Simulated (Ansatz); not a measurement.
The cluster Rb₄I₃, relaxed as a doublet with UKS PBE0-D4/def2-SVP in Ansatz, starting from the GFN1-xTB geometry. Force threshold 0.02 eV/Å.

In the def2 sets I, Rb take a core potential; there is no spin–orbit coupling. The structure comes from a short search, and lower isomers may exist.

Start:

```xyz
7

Rb   -2.347   -0.022    1.538
Rb    0.703   -2.727    0.072
Rb   -0.083    0.929   -1.897
Rb    1.783    1.015    1.887
I    -2.353   -1.865   -1.470
I     3.174   -0.459   -1.006
I    -0.878    3.128    0.876
```

```json
{"step": "1", "energy (eV)": "-26936.0974", "largest force component (eV/Å)": "0.395", "SCF passes": "15"}
{"step": "2", "energy (eV)": "-26936.2945", "largest force component (eV/Å)": "0.248", "SCF passes": "23"}
{"step": "3", "energy (eV)": "-26936.4264", "largest force component (eV/Å)": "0.115", "SCF passes": "21"}
{"step": "4", "energy (eV)": "-26936.4576", "largest force component (eV/Å)": "0.028", "SCF passes": "24"}
{"step": "5", "energy (eV)": "-26936.4588", "largest force component (eV/Å)": "0.007", "SCF passes": "18"}
```

Force components are those of the run's own axes.

End:

```xyz
7

Rb   -2.6343   -0.0345    1.7103
Rb    0.7696   -3.0429    0.1030
Rb   -0.0899    1.1148   -2.2748
Rb    2.0203    1.1575    2.1084
I    -2.1339   -1.6612   -1.4101
I     2.8617   -0.3827   -0.9830
I    -0.7935    2.8490    0.7463
```

By distances, no bond broke or formed. The bond that changes most is Rb3–I6, from 3.65 to 3.55 Å (atoms count from 1).

No frequencies were taken in this run, so the end may be a saddle point.

Run time 50 s (4 threads of Arm Neoverse V2 on a shared host), peak host memory 0.88 GiB.
